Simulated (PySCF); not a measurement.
## SrF, r²SCAN: how much the basis matters

PySCF, UKS reference; doublet, unpaired electrons σ ↑; De to Sr + F without counterpoise correction.

```json
{"basis": "def2-SVP", "relativity": "scalar-relativistic core potentials", "functions": "37", "Re (Å)": "2.094", "ωe (cm⁻¹)": "532", "De (eV)": "5.77", "μ (D)": "-3.33"}
{"basis": "def2-SVPD", "relativity": "scalar-relativistic core potentials", "functions": "49", "Re (Å)": "2.114", "ωe (cm⁻¹)": "503", "De (eV)": "5.82", "μ (D)": "-3.62"}
{"basis": "def2-TZVPP", "relativity": "scalar-relativistic core potentials", "functions": "71", "Re (Å)": "2.074", "ωe (cm⁻¹)": "502", "De (eV)": "5.78", "μ (D)": "-3.39"}
```

Problem. How does each smaller set differ from the one with most functions, def2-TZVPP?

Solution. def2-SVP: +2.0 pm, +6.0 % in ωe, -0.01 eV in De; def2-SVPD: +4.0 pm, +0.2 % in ωe, +0.04 eV in De. All at r²SCAN; the set with most functions is neither the basis-set limit nor always the best.

A positive dipole means Sr(−)F(+). Spin–orbit coupling is left out. The state was picked by a PBE0 search and need not be the measured ground state.
